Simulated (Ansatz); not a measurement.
Sn12O20H17³⁺ (relaxed from a model of [(RSn)12O14(OH)6]2+, R = H, whose bonding it doesn't keep). The state is a triplet with charge 3. Geometry r2SCAN-D4/def2-SVP, that of the charge +3 singlet; atoms count from 1.

Cartesian coordinates in Å:
```
Sn 3.419 0.449 -0.268
Sn 1.588 2.896 1.135
Sn 1.309 2.352 -2.172
Sn -0.940 0.949 1.990
Sn -1.523 0.660 -2.753
Sn 1.980 -2.499 0.408
Sn 1.016 -1.449 -2.574
Sn 1.573 -0.617 3.042
Sn -2.138 2.729 -0.305
Sn -3.526 -0.253 0.502
Sn -1.581 -2.920 -1.167
Sn -1.360 -2.206 2.455
O 1.515 1.368 -0.312
O 2.507 -1.235 -1.194
O 2.782 -0.822 1.370
O 1.042 1.270 2.442
O -0.556 2.711 0.999
O 0.570 0.511 -2.941
O -0.841 2.446 -1.899
O -0.613 -0.468 3.412
O -2.811 1.514 1.429
O -1.118 -1.357 -2.424
O -2.797 0.918 -1.130
O 0.466 -2.785 -0.995
O 0.738 -2.271 2.060
O -1.429 -0.770 0.814
O 3.557 2.124 1.059
O 3.286 1.525 -2.117
O 1.581 3.907 -0.724
O -3.397 -1.957 -0.778
O -3.358 -1.426 2.296
O -1.621 -3.559 0.825
H 4.360 2.484 1.469
H 4.005 1.693 -2.747
H 1.737 4.849 -0.897
H -4.216 -2.374 -1.096
H -4.088 -1.625 2.906
H -1.882 -4.478 1.008
H 5.060 0.024 -0.320
H 1.741 4.170 2.239
H 1.445 3.285 -3.582
H -2.341 0.835 -4.221
H 2.913 -3.904 0.519
H 1.496 -2.297 -3.954
H 2.356 -0.820 4.520
H -3.105 4.105 -0.406
H -5.210 -0.057 0.434
H -2.015 -4.295 -2.060
H -1.581 -3.330 3.707
```

In the def2 sets Sn takes a core potential; there is no spin–orbit coupling. Single mean-field runs in def2-SVP are fitted with def2-universal-jkfit. At PBE0-D4/def2-SVP a singlet of charge 3 lies 4.56 eV below the triplet at the same geometry.

Q: Estimate the Mulliken populations of the heavy atoms from the PBE0/def2-SVP orbitals of Ansatz.

A: 
| atom | charge (e) | spin (α − β) |
| --- | --- | --- |
| Sn1 | 1.25 | 0.00 |
| Sn2 | 1.26 | 0.00 |
| Sn3 | 1.25 | 0.00 |
| Sn4 | 1.09 | 0.43 |
| Sn5 | 1.19 | 0.00 |
| Sn6 | 1.19 | 0.00 |
| Sn7 | 1.20 | 0.00 |
| Sn8 | 1.18 | 0.01 |
| Sn9 | 1.18 | 0.01 |
| Sn10 | 1.21 | -0.01 |
| Sn11 | 1.22 | 0.01 |
| Sn12 | 1.21 | -0.01 |
| O13 | -0.78 | 0.02 |
| O14 | -0.76 | 0.00 |
| O15 | -0.76 | 0.00 |
| O16 | -0.73 | 0.08 |
| O17 | -0.73 | 0.08 |
| O18 | -0.76 | 0.00 |
| O19 | -0.76 | 0.00 |
| O20 | -0.57 | 0.39 |
| O21 | -0.57 | 0.39 |
| O22 | -0.76 | 0.01 |
| O23 | -0.75 | 0.05 |
| O24 | -0.76 | 0.01 |
| O25 | -0.75 | 0.05 |
| O26 | -0.71 | 0.23 |
| O27 | -0.55 | 0.01 |
| O28 | -0.56 | 0.00 |
| O29 | -0.55 | 0.01 |
| O30 | -0.56 | 0.00 |
| O31 | -0.55 | 0.01 |
| O32 | -0.56 | 0.00 |
Mulliken values depend strongly on the basis.

Q: Where does the spin sit?

A: Summed by element: Sn 0.46, O 1.35, H 0.19, of 2 unpaired in all. Largest on single atoms: Sn4 0.43, O20 0.39, O21 0.39.

Q: And the Mayer bond orders between heavy atoms (over 0.3, the first 40 of 54)?

A: Sn1–O13 0.53 (2.11 Å); Sn1–O14 0.50 (2.13 Å); Sn1–O15 0.50 (2.17 Å); Sn1–O27 0.50 (2.14 Å); Sn1–O28 0.51 (2.14 Å); Sn2–O13 0.52 (2.11 Å); Sn2–O16 0.47 (2.16 Å); Sn2–O17 0.47 (2.16 Å); Sn2–O27 0.53 (2.12 Å); Sn2–O29 0.53 (2.12 Å); Sn3–O13 0.53 (2.11 Å); Sn3–O18 0.50 (2.13 Å); Sn3–O19 0.50 (2.17 Å); Sn3–O28 0.51 (2.14 Å); Sn3–O29 0.50 (2.14 Å); Sn4–O16 0.56 (2.06 Å); Sn4–O17 0.56 (2.06 Å); Sn4–O20 0.52 (2.03 Å); Sn4–O21 0.52 (2.03 Å); Sn4–O26 0.49 (2.14 Å); Sn5–O18 0.59 (2.11 Å); Sn5–O19 0.64 (2.09 Å); Sn5–O22 0.59 (2.08 Å); Sn5–O23 0.60 (2.08 Å); Sn6–O14 0.59 (2.11 Å); Sn6–O15 0.64 (2.09 Å); Sn6–O24 0.59 (2.08 Å); Sn6–O25 0.60 (2.08 Å); Sn7–O14 0.67 (2.04 Å); Sn7–O18 0.67 (2.04 Å); Sn7–O22 0.53 (2.14 Å); Sn7–O24 0.53 (2.14 Å); Sn8–O15 0.63 (2.07 Å); Sn8–O16 0.67 (2.05 Å); Sn8–O20 0.46 (2.22 Å); Sn8–O25 0.58 (2.10 Å); Sn9–O17 0.67 (2.05 Å); Sn9–O19 0.63 (2.07 Å); Sn9–O21 0.46 (2.22 Å); Sn9–O23 0.58 (2.10 Å).
